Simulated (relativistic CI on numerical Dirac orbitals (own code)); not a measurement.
# Crystal-field levels of Cr⁴⁺, 3d2

Calculated by Dirac-Coulomb-Breit CI, separate exchange-only KLI orbitals for each configuration, model QED, valence Slater integrals scaled by 0.75, one configuration in a parametric crystal field (own radial code).

Field parameters in Wybourne normalisation: Oh B⁴₀ = 21Dq, B⁴₄ = √(5/14) B⁴₀. The field is a parameter set, without covalency.

S and J are read from ⟨S²⟩ = S(S + 1) and ⟨J²⟩ = J(J + 1) of each level; they are not fictitious spins.

Oh, 10Dq = 5000 cm⁻¹, the lowest 10 levels:

```json
{"E (cm⁻¹)": "0.0", "Degeneracy": "2", "Irrep": "E", "S": "1.00", "J": "2.62"}
{"E (cm⁻¹)": "43.3", "Degeneracy": "3", "Irrep": "T2", "S": "1.00", "J": "2.76"}
{"E (cm⁻¹)": "498", "Degeneracy": "3", "Irrep": "T1", "S": "1.00", "J": "3.56"}
{"E (cm⁻¹)": "741", "Degeneracy": "1", "Irrep": "A1", "S": "1.00", "J": "3.97"}
{"E (cm⁻¹)": "4375", "Degeneracy": "1", "Irrep": "A2", "S": "1.00", "J": "3.00"}
{"E (cm⁻¹)": "4414", "Degeneracy": "3", "Irrep": "T2", "S": "1.00", "J": "3.08"}
{"E (cm⁻¹)": "4623", "Degeneracy": "3", "Irrep": "T1", "S": "1.00", "J": "3.47"}
{"E (cm⁻¹)": "4652", "Degeneracy": "2", "Irrep": "E", "S": "1.00", "J": "3.58"}
{"E (cm⁻¹)": "9552", "Degeneracy": "3", "Irrep": "T2", "S": "1.00", "J": "3.40"}
{"E (cm⁻¹)": "13279", "Degeneracy": "3", "Irrep": "T2", "S": "0.02", "J": "2.31"}
```

Oh, 10Dq = 41000 cm⁻¹, the lowest 16 levels:

```csv
E (cm⁻¹),Degeneracy,Irrep,S,J
0.0,2,E,1.00,2.74
6.1,3,T2,1.00,2.76
385,3,T1,1.00,3.42
565,1,A1,1.00,3.72
13297,3,T2,0.00,3.12
13433,2,E,0.00,3.20
30437,1,A1,0.00,2.90
38860,1,A2,1.00,3.00
38935,3,T2,1.00,3.13
39087,2,E,1.00,3.42
39088,3,T1,1.00,3.41
50764,1,A1,1.00,1.14
50872,3,T1,1.00,1.52
51042,3,T2,1.00,2.13
51060,2,E,1.00,2.13
53901,3,T2,0.01,3.15
```

Oh, 10Dq = 37000 cm⁻¹, the lowest 10 levels:

| E (cm⁻¹) | Degeneracy | Irrep | S | J |
| --- | --- | --- | --- | --- |
| 0.0 | 2 | E | 1.00 | 2.74 |
| 6.7 | 3 | T2 | 1.00 | 2.76 |
| 390 | 3 | T1 | 1.00 | 3.43 |
| 573 | 1 | A1 | 1.00 | 3.74 |
| 13325 | 3 | T2 | 0.00 | 3.11 |
| 13476 | 2 | E | 0.00 | 3.19 |
| 30247 | 1 | A1 | 0.00 | 2.95 |
| 34917 | 1 | A2 | 1.00 | 3.00 |
| 34993 | 3 | T2 | 1.00 | 3.13 |
| 35145 | 2 | E | 1.00 | 3.42 |

Oh, 10Dq = 33000 cm⁻¹, the lowest 16 levels:

```csv
E (cm⁻¹),Degeneracy,Irrep,S,J
0.0,2,E,1.00,2.75
7.3,3,T2,1.00,2.77
396,3,T1,1.00,3.45
582,1,A1,1.00,3.75
13356,3,T2,0.00,3.09
13526,2,E,0.00,3.18
30009,1,A1,0.00,3.02
30986,1,A2,1.00,3.00
31063,3,T2,1.00,3.13
31214,2,E,1.00,3.42
31214,3,T1,1.00,3.41
43001,1,A1,1.00,1.06
43113,3,T1,1.00,1.47
43292,3,T2,1.00,2.12
43310,2,E,1.00,2.11
46090,3,T2,0.01,3.19
```

Oh, 10Dq = 29000 cm⁻¹, the lowest 10 levels:

```json
{"E (cm⁻¹)": "0.0", "Degeneracy": "2", "Irrep": "E", "S": "1.00", "J": "2.75"}
{"E (cm⁻¹)": "8.2", "Degeneracy": "3", "Irrep": "T2", "S": "1.00", "J": "2.77"}
{"E (cm⁻¹)": "403", "Degeneracy": "3", "Irrep": "T1", "S": "1.00", "J": "3.46"}
{"E (cm⁻¹)": "592", "Degeneracy": "1", "Irrep": "A1", "S": "1.00", "J": "3.77"}
{"E (cm⁻¹)": "13390", "Degeneracy": "3", "Irrep": "T2", "S": "0.00", "J": "3.06"}
{"E (cm⁻¹)": "13585", "Degeneracy": "2", "Irrep": "E", "S": "0.00", "J": "3.17"}
{"E (cm⁻¹)": "27068", "Degeneracy": "1", "Irrep": "A2", "S": "1.00", "J": "3.00"}
{"E (cm⁻¹)": "27147", "Degeneracy": "3", "Irrep": "T2", "S": "1.00", "J": "3.12"}
{"E (cm⁻¹)": "27297", "Degeneracy": "3", "Irrep": "T1", "S": "1.00", "J": "3.41"}
{"E (cm⁻¹)": "27297", "Degeneracy": "2", "Irrep": "E", "S": "1.00", "J": "3.43"}
```

The free-ion ground term has S = 1. Every field shown keeps that spin.

Levels of this model without a field, named by their leading LS term (the scale mimics covalency, so terms lie below those of the real free ion): 3F_2 0, 3F_3 485, 3F_4 1090, 1D_2 12384, 3P_0 14470, 3P_1 14644, 3P_2 14996, 1G_4 18995 cm⁻¹.
